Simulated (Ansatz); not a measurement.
# Energy profile

The step: SnH₄ + H₂S → SnH₄S ([SH][SnH3]) + H₂; bonds formed: Sn1–S7, H2–H6; bonds broken: Sn1–H2, H6–S7 (atoms numbered as in the saddle structure below).

Sn1  (-0.834, -0.311, -0.256)
H2  (0.586, -0.965, 0.992)
H3  (-0.551, -1.268, -1.628)
H4  (-1.885, -1.102, 0.860)
H5  (-1.527, 1.229, -0.508)
H6  (1.201, -0.327, 0.555)
S7  (1.661, 0.930, -0.490)
H8  (1.350, 1.813, 0.475)
(Å)

Electronic energies by CCSD(T) at an estimated basis limit (MP2 extrapolated from triple and quadruple zeta, plus CCSD(T) − MP2 in triple zeta), on PBE0-D4/def2-TZVP structures; SnH$_{6}$S, closed shell; no counterpoise correction. Computed with Ansatz 0.2.0 (basis: def2-TZVPP and def2-QZVPP); correlated methods freeze the cores. Filled d shells of the heavier atoms are correlated. Core potentials replace the inner electrons of the atoms past krypton. The def2 sets are not built for correlating such inner shells, so the correlated values are less sure here. Extrapolation: Hartree–Fock as exp(−7.88 √X), correlation as X^−2.97.

Question: Give the profile in kcal/mol, counted from the separated reactants. (To be estimated.)

Answer: Computed:
| point | kcal/mol |
| --- | --- |
| separated: SnH$_{4}$ (Sn1, H2, H3, H4, H5; singlet) + H$_{2}$S (H6, S7, H8; singlet) | 0.00 |
| start structure | -1.71 |
| saddle | 41.10 |
| end structure | -11.03 |
| separated: SnH$_{4}$S (linked as [SH][SnH3]; Sn1, H3, H4, H5, S7, H8; singlet) + H$_{2}$ (H2, H6; singlet) | -10.40 |

The T1 diagnostic stays at or below 0.016.

For scale, one of the runs: CCSD(T)/def2-TZVPP, 176 basis functions, launched by `ansatz run in.yaml --threads 2 --pin off --events-out ev --progress --plain --max-ram 4352MiB`. Time: 19 s of wall clock on 2 CPU threads of an Intel Xeon 6975P-C; the host was shared. Peak host memory: 1.8 GiB.
